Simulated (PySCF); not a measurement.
# Excitation energy of Sn²⁺ by level of theory

Sn²⁺ [Kr] 4d10 5s2 (1S) → Sn²⁺ [Kr] 4d10 5s1 6s1 (3S), as a difference of total energies. Calculation: PySCF 2.14, in x2c-QZVPPall with one added diffuse shell each of s, p, d, f type (14s10p8d5f1g, 128 functions); the spin-free X2C one-electron Hamiltonian (Gaussian nucleus). Correlated levels: valence: [Kr] 4d10 frozen; valence and next inner shell: [Ar] 3d10 frozen. The calculations carry no spin-orbit coupling.

```
                                method  excitation energy (eV)
                                   UHF                  15.736
                                   LDA                  17.629
                                   PBE                  17.183
                                  PBE0                  16.956
                                r2SCAN                  17.050
                         MP2 (valence)                  16.326
                     SCS-MP2 (valence)                  16.542
    MP2 (valence and next inner shell)                  17.386
SCS-MP2 (valence and next inner shell)                  17.409
```

Problem. How much does correlation contribute at MP2 (valence and next inner shell)?

Solution. 17.386 − (15.736) = 1.650 eV, measured against UHF.

The promoted electron is Rydberg-like, and one or two diffuse shells describe it only roughly, which tends to raise the upper state.
